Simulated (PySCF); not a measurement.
**Peak assignment**

Geometry:
```tsv
atom	x (Å)	y (Å)	z (Å)
N1	-3.345	-0.960	2.686
C2	-3.135	-0.342	1.741
C3	-2.883	0.421	0.589
C4	-1.725	0.356	-0.091
C5	-0.629	-0.502	0.287
C6	0.509	-0.542	-0.354
C7	1.656	-0.550	-0.970
C8	2.765	0.317	-0.602
N9	3.836	0.258	-1.261
H10	-3.684	1.076	0.278
H11	-1.583	0.973	-0.968
H12	-0.785	-1.142	1.149
H13	1.846	-1.217	-1.801
H14	2.577	0.979	0.254
H15	4.576	0.885	-0.956
```

[PySCF: GFN2-xTB geometry; GIAO PBE0/pcSseg-1 shieldings; one conformer; non-relativistic Hamiltonian; in vacuum]

Scale: TMS for $^{13}$C (σ = 186.93 ppm), $^{1}$H (σ = 31.72 ppm) (reference shieldings calculated alike).

Question: Assign these signals to the numbered atoms. $^{13}$C{$^{1}$H} NMR (computed): δ 238.1, 169.0, 153.9, 120.7, 106.2, 104.2, 100.6.

Answer: 
```tsv
δ (ppm)	atoms	environment	reason
238.1	C6	carbon bonded to 2 C	–
169.0	C8	carbon bonded to C, N, H	–
153.9	C4	carbon bonded to 2 C, H	–
120.7	C2	carbon bonded to C, N	–
106.2	C7	carbon bonded to 2 C, H	–
104.2	C3	carbon bonded to 2 C, H	–
100.6	C5	carbon bonded to 2 C, H	–
```

C7 and C3 lie closer than the usual error of such a calculation, so a measured spectrum could show them in the other order.

Question: Assign these signals to the numbered atoms. $^{1}$H NMR (600 MHz, computed): δ 11.57 (br s, 1H), 8.41 (d, 1H), 7.23 (m, 1H), 6.93 (m, 1H), 6.67 (m, 1H), 5.30 (d, 1H).

Answer: 
11.57 → H15, hydrogen on a nitrogen bonded to C
8.41 → H14, hydrogen on a carbon bonded to C, N
7.23 → H12, hydrogen on a carbon bonded to 2 C
6.93 → H11, hydrogen on a carbon bonded to 2 C
6.67 → H13, hydrogen on a carbon bonded to 2 C
5.30 → H10, hydrogen on a carbon bonded to 2 C

OH/NH shifts are gas-phase values; hydrogen bonding in solution moves them, usually downfield. Shifts are as computed. Against solution values, carbons near 30 ppm lie about +3 ppm off and those near 130 ppm about +5 ppm. Of 1211 compounds with measured shifts, 218 miss one by over three times the rms of a fit or turn the order of signals round; such compounds aren't used in these exercises. Multiplicities follow the n + 1 count of equivalent neighbours, as no J values were calculated; m marks all less simple cases, F and P coupling included.
